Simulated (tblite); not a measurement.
C6H13BO2, charge +1, doublet, geometry from GFN2-xTB (a state made from the parent by changing its charge; the spin is typed, not shown lowest); GFN1-xTB run with tblite.

Here is a job for tblite.
```
$ tblite run mol.xyz --method gfn1 --charge 1 --spin 1 --etemp 2000 --json tblite.json --no-restart

# file mol.xyz
22

C     -1.72969277    -0.04080963     0.91568295
C     -0.77626925    -0.14906699    -0.29952640
C     -1.17041749    -1.30441677    -1.18094652
O     -0.74828285     1.05022552    -0.97668833
B      0.21566696     1.87872518    -0.47685827
O      1.00655457     1.19963970     0.40562724
C      0.74172185    -0.15188344     0.37591368
C      0.92774225    -0.80958379     1.71752242
C      1.62917612    -0.83481442    -0.69343194
H     -2.71646651     0.18308109     0.50925777
H     -1.43809812     0.77572084     1.57122338
H     -1.76675386    -0.97679102     1.46323278
H     -2.21689995    -1.19119111    -1.47039829
H     -0.60259359    -1.32287425    -2.10774338
H     -1.07303042    -2.25008196    -0.65470317
H      0.34354091     2.99266504    -0.75959864
H      0.41999245    -0.26780681     2.51149026
H      1.98840654    -0.79926831     1.97561696
H      0.60280030    -1.84620237     1.69442261
H      1.48322898    -0.38257540    -1.67101161
H      2.66149540    -0.66194728    -0.38771189
H      1.43630502    -1.90182591    -0.73258185
```

What the program printed (banner, timings and long lists left out):

```
xTB calculator
 | screened Coulomb repulsion
 | Coulomb electrostatics
 |  * isotropic Klopman-Ohno-Mataga-Nishimoto electrostatics
 |  * onsite third-order electrostatics
 | DFT-D3(BJ) dispersion correction

halogen bonding energy    0.0000000000000E+00 Eh
repulsion energy          3.3317175894421E-01 Eh
dispersion energy        -1.0429958038150E-02 Eh
number of electrons       5.1000000000000E+01 e
integral cutoff           2.1261634374110E+01 bohr

------------------------------------------------------------
  cycle        total energy    energy error   density error
------------------------------------------------------------
      1     -29.83215318869  -3.0154895E+01   5.9769047E-01
      2     -30.07816220354  -2.4600901E-01   3.3076881E-01
      3     -30.07755940196   6.0280158E-04   1.0456580E-01
      4     -30.08042580375  -2.8664018E-03   1.9928187E-02
      5     -30.08269059364  -2.2647899E-03   1.8655685E-03
      6     -30.08270472786  -1.4134224E-05   6.8867827E-04
      7     -30.08270616806  -1.4401917E-06   1.8976050E-04
      8     -30.08270628106  -1.1300250E-07   7.1409345E-05
      9     -30.08270628850  -7.4417308E-09   6.4359172E-05
     10     -30.08270630331  -1.4809721E-08   2.5205579E-05
     11     -30.08270630590  -2.5871039E-09   6.6204910E-07
------------------------------------------------------------

electronic energy        -3.0405448106803E+01 Eh
total energy             -3.0082706305897E+01 Eh

Post processing:
 | Mayer-Wiberg bond orders

[Info] JSON dump of results written to 'tblite.json'
```
